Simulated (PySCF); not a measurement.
HAlClFSe (SMILES [F][Al]([Cl])[SeH]), singlet, at a GFN2-xTB geometry (such geometries of metal compounds can be far from the true shape).

The PySCF input:
```python
from pyscf import gto, scf, dft, solvent

mol = gto.M(
    atom='''
Al    0.07090545   -0.46661052    0.58425776
Cl    1.80408437   -1.49793956    0.54056999
F    -0.99924496   -0.70788691    1.82368913
Se   -0.61048183    1.07609139   -0.96889304
H    -1.84161832    1.31478426   -0.25587936
''',
    basis='6-31g',
    verbose=4,
)

mf = dft.RKS(mol)
mf.xc = 'm062x'
mf.kernel()
mf.analyze()
```

Task: Give the nuclear repulsion energy at the level M062X/6-31G (PySCF).

Result: 369.5306 Eh

Task: What is the computed HOMO-LUMO gap (M062X/6-31G)?

Result: 8.29 eV

Task: What total energy does M062X/6-31G give?

Result: -3204.2626 Eh

Task: What is the computed HOMO energy (M062X/6-31G)?

Result: -9.15 eV
